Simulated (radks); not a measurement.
Results of a calculation; reference values are marked as such.
How relativity changes the ionisation of the nickel ion Ni2+ ([Ar] 3d8) to Ni3+ ([Ar] 3d7). Spin-unpolarised spherical Kohn-Sham, PBE, point nucleus unless stated (finite: rms radius 3.7757 fm), a radial shooting solver on a logarithmic mesh with Libxc functionals. A level marked "c x" has the speed of light scaled by that factor and shares open shells by 2j + 1; other Dirac levels either fill j = l - 1/2 first or share by 2j + 1.

level,E(Ni2+) (hartree),E(Ni3+) (hartree),IE (eV),HOMO,<r> HOMO (bohr)
non-rel.,-1507.02086,-1505.63481,37.716,3d,0.9643
scalar-rel.,-1519.55695,-1518.18008,37.467,3d,0.9690
"scalar-rel., finite nucleus",-1519.55103,-1518.17416,37.467,3d,0.9690
"Dirac, 2j+1 shares",-1519.59871,-1518.22185,37.466,3d5/2,0.9714
"Dirac, low j first",-1519.60592,-1518.23380,37.337,3d5/2,0.9717
"Dirac, 2j+1 shares, finite nucleus",-1519.59279,-1518.21593,37.466,3d5/2,0.9714
"Dirac, c x 1.25",-1515.01077,-1513.63063,37.556,3d5/2,0.9688
"Dirac, c x 2",-1510.11707,-1508.73333,37.653,3d5/2,0.9661
"Dirac, c x 100",-1507.02209,-1505.63604,37.716,3d5/2,0.9643

NIST Atomic Spectra Database: 35.19 eV (measured). The relativistic part of the total energy of Ni2+ is -12.57 hartree (Dirac, 2j+1 shares, finite nucleus), 0.83 % of the non-relativistic value. Spin polarisation and multiplet splitting of open shells are left out at every level.

Beside tabulated values, note that spin-unpolarised runs miss the spin-polarisation part of the exchange energy of open shells.
